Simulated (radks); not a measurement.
All-electron atom: the technetium ion Tc0.25+ in [Kr] 4d5 5s1.75 (fractional occupations, a model configuration). Method: scalar-relativistic Kohn-Sham, SCAN, spin-unpolarised, spherical densities, finite nucleus; meta-GGA in the generalised Kohn-Sham scheme; Fermi nuclear charge, rms radius 4.4112 fm; computed with a radial shooting solver on a logarithmic mesh with Libxc functionals. Some entries of the table are withheld. Estimate them.

orbital  occ.  eigenvalue (eV)  <1/r> (bohr^-1)
1s          2        -20915.03            44.70
2s          2        -2999.454            10.10
2p          6        -2681.461            9.793
3s          2              (1)            3.491
3p          6        -424.3727            3.317
3d         10        -254.6348            3.081
4s          2         -77.4570            1.284
4p          6         -48.5661              (2)
4d          5          -8.4966              (3)
5s       1.75          -6.8088           0.3996

Answer. 
(1) 3s eigenvalue (eV): -529.8147
(2) 4p <1/r> (bohr^-1): 1.145
(3) 4d <1/r> (bohr^-1): 0.7921
